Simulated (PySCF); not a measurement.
# One molecule, several mistakes: BCH6OSi cation

All numbers below are calculated, not measured. They come from PySCF 2.14.0, an open-source quantum chemistry program, on an isolated molecule that a program drew, which may never have been made. The molecule is BCH6OSi cation (charge +1, singlet), drawn as the SMILES string `CB(O)[SiH2+]`.

Each row is a Hartree-Fock (HF) and frozen-core CCSD(T) single point in the cc-pV(D+d)Z basis, meant for a local HF minimum. Run 1 is clean. Each other run has one planted mistake out of seven kinds, and not every kind appears here: one electron removed, one electron added, multiplicity raised by two, geometry at a saddle point, minimal basis STO-3G, one bond length entered in bohr, all coordinates scaled. The reference is restricted for singlets and unrestricted otherwise, and also for a bond in bohr. Adding or removing an electron swaps singlet and doublet. Electrons count all cores. HOMO and LUMO are orbital energies over both spins, the gradient is its largest component, and the lowest frequency (negative if imaginary) is given only where the gradient is small. Bond lengths are over the 9 bonds as drawn. T1 is the CCSD diagnostic: over 0.02 (restricted) or 0.045 (unrestricted) a single reference is doubtful.

Geometry of the clean run:
```xyz
10
BCH6OSi cation, angstrom
C     0.6836   -0.9996   -1.6152
B     0.5196   -0.1269   -0.3352
O     1.2627    0.8631    0.1487
Si   -1.0698   -0.3694    1.0127
H    -0.1917   -0.8993   -2.2662
H     0.7605   -2.0603   -1.3528
H     1.5696   -0.7277   -2.1932
H     2.0384    1.1101   -0.3458
H    -1.0178   -1.2421    2.1942
H    -2.3382    0.3682    0.9270
```

| run | electrons | basis functions | <S^2> | HOMO (eV) | LUMO (eV) | gradient (hartree/bohr) | lowest frequency (cm^-1) | mean bond (Å) | longest bond (Å) | T1 | HF (hartree) | CCSD(T) (hartree) | mistake |
|---|---|---|---|---|---|---|---|---|---|---|---|---|---|
| 1 | 38 | 95 | 0.000 | -16.61 | -5.41 | 5.6e-06 | 78 | 1.3511 | 2.098 | 0.0143 | -429.62011 | -430.17037 | no fault |
| 2 | 38 | 95 | 2.015 | -13.57 | -7.77 | 7.9e-02 | - | 1.3511 | 2.098 | 0.0215 | -429.51123 | -430.06010 | multiplicity raised by two |
| 3 | 39 | 95 | 0.770 | -6.98 | 2.56 | 3.4e-02 | - | 1.3511 | 2.098 | 0.0141 | -429.84689 | -430.41415 | one electron added |
| 4 | 37 | 95 | 0.777 | -24.56 | -14.27 | 8.5e-02 | - | 1.3511 | 2.098 | 0.0235 | -429.05234 | -429.58886 | one electron removed |
| 5 | 38 | 30 | 0.000 | -15.26 | -2.17 | 4.3e-02 | - | 1.3511 | 2.098 | 0.0174 | -424.56934 | -424.79154 | ? |

**Which mistake was planted in run 5, and what did it cost?**

It has 30 basis functions where the clean run has 95, with the same electrons and geometry. So the mistake is: minimal basis STO-3G. Subtracting run 1 and multiplying by 627.51 kcal/mol a hartree, the energy moved by 3169.4 kcal/mol in HF and 3375.3 kcal/mol in CCSD(T).

